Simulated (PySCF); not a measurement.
# Electron correlation in Kr²⁺ (krypton, charge +2)

[Ar] 3d10 4s1 4p4 5s1, high-spin 5P determinant (an excited configuration). All numbers are calculated (PySCF 2.14, a scalar-relativistic core potential, in aug-cc-pVQZ-PP with ECP10MDF). Frozen: 3s2 3p6 3d10; 6 electrons correlated.

```tsv
level	correlation energy (mhartree)
CCSD	-141.77
(T)	-11.81
CCSD(T)	-153.58
```

Diagnostics: T1 = 0.088, D1 = 0.3048, largest double amplitude 0.194.

The outer electron is Rydberg-like, and this basis confines it to a smaller radius and binds it less than a complete one would. T1 exceeds 0.03, a sign that the reference determinant is poor. A double-excitation amplitude exceeds 0.15, a sign of near-degeneracy.

Cost of the coupled-cluster step: roughly 110 core-seconds, for 6 correlated electrons.
